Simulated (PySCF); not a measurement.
Correlation energy of Mo²⁰⁺ (molybdenum, charge +20)

[Ar] 3d4, high-spin 5D determinant. All numbers are calculated (PySCF 2.14, no relativity, point nucleus, in an even-tempered Gaussian basis (17 s from 2.1 bohr⁻², ratio 2.5; 11 p from 2.7 bohr⁻², ratio 2.5; 8 d from 2.7 bohr⁻², ratio 2.5; 4 f from 11 bohr⁻², ratio 2.7; 3 g from 16 bohr⁻², ratio 2.7)). Frozen: [Ne]; 12 electrons correlated; the 27 highest virtual orbitals of each spin left out.

MP2 pair energies summed by pair of shells (mhartree):

```json
{"pair": "3p-3d", "energy": "-187.35", "share (%)": "41.0"}
{"pair": "3p-3p", "energy": "-141.20", "share (%)": "30.9"}
{"pair": "3s-3p", "energy": "-46.53", "share (%)": "10.2"}
{"pair": "3d-3d", "energy": "-43.10", "share (%)": "9.4"}
{"pair": "3s-3d", "energy": "-31.38", "share (%)": "6.9"}
{"pair": "3s-3s", "energy": "-7.21", "share (%)": "1.6"}
```

Total MP2 correlation energy: -456.77 mhartree.

At this charge a non-relativistic calculation is a model, useful for the Z dependence of the correlation energy.
